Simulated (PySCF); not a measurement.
Si(F)(Et)2(Vi), SMILES C(=C)[Si](CC)(CC)F (C₆H₁₃FSi) (GFN2-xTB optimised geometry):

```
21

C     -1.248    -1.724    -1.867
C     -0.046    -1.241    -1.592
Si     0.435    -0.357     0.000
F      2.068    -0.357     0.000
C     -0.102    -1.296     1.567
C      0.289    -2.772     1.540
C     -0.100     1.472     0.000
C      0.317     2.228     1.259
H     -1.473    -2.226    -2.795
H     -2.068    -1.640    -1.171
H      0.736    -1.361    -2.333
H     -1.182    -1.217     1.702
H      0.354    -0.830     2.442
H     -0.185    -3.278     0.702
H      1.365    -2.877     1.433
H     -0.015    -3.269     2.459
H     -1.181     1.547    -0.121
H      0.340     1.965    -0.868
H      0.037     3.278     1.188
H     -0.165     1.808     2.139
H      1.393     2.170     1.398
```

Computed with PySCF with PBE0/def2-SVP.

Problem. What are the frontier orbital energies and the dipole moment?

Solution. HOMO-2 -8.41 eV, HOMO-1 -8.25 eV, HOMO -7.67 eV, LUMO -0.30 eV, LUMO+1 1.39 eV; dipole moment 1.86 D.

On the same geometry PBE/def2-SVP (PySCF 2.14.0) gives HOMO-2 -7.10 eV, HOMO-1 -6.85 eV, HOMO -6.41 eV, LUMO -1.28 eV, LUMO+1 0.53 eV; dipole moment 1.70 D.

Meta-Löwdin charges at PBE0/def2-SVP: C1 -0.19, C2 -0.35, Si3 1.11, F4 -0.49, C5 -0.42, C6 -0.29, C7 -0.42, C8 -0.29, H9 0.11, H10 0.10, H11 0.12, H12 0.10, H13 0.11, H14 0.10, H15 0.10, H16 0.10, H17 0.11, H18 0.11, H19 0.10, H20 0.09, H21 0.10.
